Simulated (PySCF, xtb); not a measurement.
N-(methylaminosilyl)ethanamine (C3H12N2Si), SMILES CCN[SiH2]NC. One conformer was computed; it need not be the lowest.

Harmonic wavenumbers (cm⁻¹) from xtb with GFN2-xTB at its own minimum, in rising order: 60, 73, 92, 123, 169, 224, 267, 285, 380, 534, 543, 561, 581, 761, 805, 828, 838, 853, 1000, 1066, 1076, 1099, 1116, 1165, 1185, 1251, 1327, 1365, 1383, 1403, 1426, 1491, 1497, 1497, 1501, 1509, 2136, 2184, 2842, 2892, 2967, 2982, 3026, 3031, 3038, 3044, 3437, 3439.

Question: What does PBE-D3(BJ)/def2-SVP run with PySCF give at its own minimum? (An estimate is asked for; the answer gives what the named calculation found.)

Answer: 37, 75, 80, 147, 162, 241, 287, 314, 385, 453, 483, 629, 685, 751, 773, 802, 886, 929, 947, 1054, 1058, 1079, 1104, 1137, 1152, 1240, 1317, 1342, 1351, 1375, 1395, 1411, 1414, 1416, 1433, 1451, 2095, 2110, 2907, 2909, 2962, 2969, 2998, 3038, 3049, 3063, 3499, 3508. Paired by order, the mean absolute difference is 36 cm⁻¹ and the zero-point energies are 94.9 and 94.2 kcal/mol.
